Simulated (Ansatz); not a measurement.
`ClC(Br)Br` → 2 Br• + C• + Cl• + H•  (atomization)

Isolated molecules relaxed with PBE0-D4/def2-TZVP in Ansatz; ΔE leaves out vibrations. CCSD(T)/CBS is the MP2 limit (def2-TZVPP, def2-QZVPP) plus CCSD(T) − MP2 in def2-TZVPP, frozen cores. This one scheme is used for every species, atoms too. Functionals use def2-TZVPP. B3LYP here is the variant with VWN-RPA as its local correlation; programs differ in this. Open shells (•) are unrestricted, without spin–orbit coupling. Spin–orbit coupling would lower the free atoms: a little for C, Cl; clearly for Br. For Br outer-core shells are correlated without core-valence functions, so the limit isn't a true one: a few kJ/mol of doubt a bond, and 10 to 20 or more in all where bonds break to atoms. Scalar relativity is left out up to krypton.

| level | ΔE (eV) | difference from CCSD(T)/CBS |
| --- | --- | --- |
| PBE0-D4 | 14.15 | 0.13 |
| B3LYP-D4 | 13.65 | -0.37 |
| ωB97X-V | 13.85 | -0.17 |
| ωB97M-V | 13.83 | -0.19 |
| B2PLYP | 13.54 | -0.48 |
| revPBE | 13.67 | -0.35 |
| MP2/def2-SVP | 13.13 | -0.89 |
| MP2/def2-TZVPP | 14.12 | 0.10 |
| SCS-MP2/def2-QZVPP | 14.00 | -0.02 |
| HF/CBS(def2) | 8.67 | -5.35 |
| CCSD(T)/CBS | 14.02 | 0 |

Largest T1 diagnostic among the species: 0.009.

From PBE to PBE0 (25 % exact exchange), in def2-TZVPP and without D4, ΔE moves by −0.49 eV: exact exchange takes away binding that semilocal exchange gives to molecules. At CCSD(T), def2-SVP lies −1.42 eV from the extrapolated value and def2-TZVPP −0.62 eV: correlation converges slowly with the basis, and small sets miss more of it in the bonded molecule than in its fragments.

For atomizations the MP2-based limit and the directly extrapolated one differ by several kJ/mol either way, and by 10 to 25 for some Ge, Se and Sn compounds, so smaller differences from it don't rank the levels.
